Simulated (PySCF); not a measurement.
Two species compared at the same levels of theory.

First species: C3H7FOSi.
Numbering: `[OH:1][Si@@H:2]1[CH2:3][CH2:4][C@H:5]1[F:6]` (hydrogens: H7 on O1; H8 on Si2; H9, H10 on C3; H11, H12 on C4; H13 on C5)

Second species: C₃H₇FOSi.
Z-matrix (Å and degrees, GFN2-xTB geometry), rows numbered from 1:
```
F 
C   1  1.3432
C   2  1.3181  1  121.70
C   3  1.4961  2  123.18  1   179.96
O   4  1.3911  3  111.54  2    -0.03
Si  5  1.6218  4  129.42  3  -179.96
H   2  1.0786  1  112.63  3   179.99
H   3  1.0797  2  120.76  1    -0.02
H   4  1.1001  3  108.99  2  -121.72
H   4  1.1001  3  109.05  2   121.69
H   6  1.4662  5  111.10  4   -60.06
H   6  1.4520  5   98.76  4   179.94
H   6  1.4662  5  111.06  4    59.99
```

Levels: wB97X-D/def2-SVPD for dipole moment, HOMO energy, LUMO energy, HOMO–LUMO gap, static isotropic polarisability and electronic spatial extent ⟨r²⟩ about the centre of nuclear charge; TDDFT wB97X-D/def2-SVPD for lowest singlet excitation; TDA wB97X-D/def2-SVPD for lowest triplet excitation (Tamm–Dancoff); GFN2-xTB for rotational constant A and rotational constant C. Geometries: GFN2-xTB. Each species is one conformer at its optimised geometry, gas phase, non-relativistic unless stated; the electronic structure was computed with PySCF and density fitting.

Dipoles, sizes and rotational constants follow the conformer. The torsions of the flexible species, by atom-mapped SMILES:
- `[OH:1][Si@@H:2]1[CH2:3][CH2:4][C@H:5]1[F:6]`: H–O1–Si2–C3 173°
- `[F:1]/[CH:2]=[CH:3]/[CH2:4][O:5][SiH3:6]`: C2–C3–C4–O5 0°, C3–C4–O5–Si6 180°

Question: Which has the higher HOMO energy?

Answer: The second: -9.22 eV against -9.40 eV, a difference of 0.18 eV.

Question: Which has the higher ⟨r²⟩?

Answer: The second: 1099 bohr² against 724 bohr², a difference of 375 bohr².

Question: Which of the two has the higher HOMO–LUMO gap, and by how much?

Answer: The first: 11.05 eV against 10.96 eV, a difference of 0.09 eV.

Question: Which of the two has the higher dipole moment, and by how much?

Answer: The second: 2.25 D against 1.58 D, a difference of 0.67 D.

Question: Which of the two has the higher static isotropic polarisability, and by how much?

Answer: The second: 66.9 au against 62.5 au, a difference of 4.4 au.

Question: Which of the two has the higher LUMO energy, and by how much?

Answer: The second: 1.74 eV against 1.65 eV, a difference of 0.09 eV.

Question: Which has the higher T1 energy?

Answer: The first: 6.25 eV against 4.61 eV, a difference of 1.64 eV.

Question: Which has the higher rotational constant A?

Answer: The second: 9.776 GHz against 4.306 GHz, a difference of 5.470 GHz.

On the first: S1 lies 4.41 eV below the HOMO–LUMO gap; its leading configuration is HOMO→LUMO, weight 0.72. The vertical singlet–triplet gap S1 − T1 is 0.39 eV (TDDFT singlet less Tamm–Dancoff triplet; S1: HOMO→LUMO, weight 0.72; T1: HOMO→LUMO, weight 0.51).

On the second: The vertical singlet–triplet gap S1 − T1 is 2.45 eV (TDDFT singlet less Tamm–Dancoff triplet). The dipole equals about 7.5 × 10⁻³⁰ C·m (1 D = 3.33564 × 10⁻³⁰ C·m).
